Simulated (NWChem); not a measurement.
Species: NH$_{2}$TeBr; SMILES N[Te]Br

```xyz
5

Te     0.2839     0.8362     0.0000
Br     0.0302    -1.7013     0.0000
N     -1.5959     1.5113     0.0000
H     -2.1317     1.3065     0.8397
H     -2.1317     1.3065    -0.8397
```
Atoms are numbered in this order, from 1.

Results from NWChem. Coordinates come from a PBE0/def2-SVP optimisation. def2 effective core potentials on Te; no spin-orbit coupling. B3LYP is NWChem's, with the RPA form of VWN correlation. Static field.

| level | isotropic polarisability (bohr³) | anisotropy (bohr³) |
|---|---|---|
| PBE/def2-SVPD | 77.4 | 35.2 |
| B3LYP/def2-SVPD | [?] | 35.0 |
| BHandHLYP/def2-SVPD | 73.0 | 34.4 |

What belongs in the gaps?


- B3LYP/def2-SVPD, isotropic polarisability (bohr³): 75.5
